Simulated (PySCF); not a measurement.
Isomers of C7H8O, mass 108.058 u with the commonest isotopes. Method used: PySCF, PBE0-D3(BJ)/def2-SVP geometry optimisation, gas phase. One conformer each, none proved a minimum here; rigid rotors.

Problem. Order these by rotational constant B, smallest first.
A. `[cH:1]1[cH:2][c:3]([CH:4]2[CH2:5][CH2:6]2)[cH:7][o:8]1` with C2–C3–C4–C5 36°
B. `[CH3:1][c:2]1[cH:3][cH:4][c:5]([OH:6])[cH:7][cH:8]1` with C4–C5–O6–H 0° (p-cresol)
C. `[CH:1]#[C:2]/[C:3](=[CH:4]/[CH:5]=[CH2:6])[O:7][CH3:8]` with C3–C4–C5–C6 180°, C2–C3–O7–C8 0°

Solution. C (1244 MHz), A (1367 MHz), B (1460 MHz).

Problem. Order these by rotational constant C, smallest first.
A. `[CH3:1][c:2]1[cH:3][cH:4][c:5]([OH:6])[cH:7][cH:8]1` with C4–C5–O6–H 0° (p-cresol)
B. `[CH:1]#[C:2]/[C:3](=[CH:4]/[CH:5]=[CH2:6])[O:7][CH3:8]` with C3–C4–C5–C6 180°, C2–C3–O7–C8 0°
C. `[cH:1]1[cH:2][c:3]([CH:4]2[CH2:5][CH2:6]2)[cH:7][o:8]1` with C2–C3–C4–C5 36°

Solution. B (932.3 MHz), A (1163 MHz), C (1221 MHz).

Problem. Order these by dipole moment, smallest first.
A. `[CH:1]#[C:2]/[C:3](=[CH:4]/[CH:5]=[CH2:6])[O:7][CH3:8]` with C3–C4–C5–C6 180°, C2–C3–O7–C8 0°
B. `[cH:1]1[cH:2][c:3]([CH:4]2[CH2:5][CH2:6]2)[cH:7][o:8]1` with C2–C3–C4–C5 36°
C. `[CH3:1][c:2]1[cH:3][cH:4][c:5]([OH:6])[cH:7][cH:8]1` with C4–C5–O6–H 0°

Solution. B (0.87 D), C (1.34 D), A (1.85 D).

```tsv
SMILES	point group	Ia (u·Å²)	Ib (u·Å²)	Ic (u·Å²)	κ	μa (D)	μb (D)	μc (D)
Cc1ccc(O)cc1	–	91.69	346.16	434.67	-0.86	0.14	1.33	0.05
c1cc(C2CC2)co1	Cs	83.99	369.71	413.91	-0.94	0.85	0.20	0.00
C#C/C(=C/C=C)OC	Cs	139.17	406.15	542.08	-0.77	1.84	0.15	0.01
```
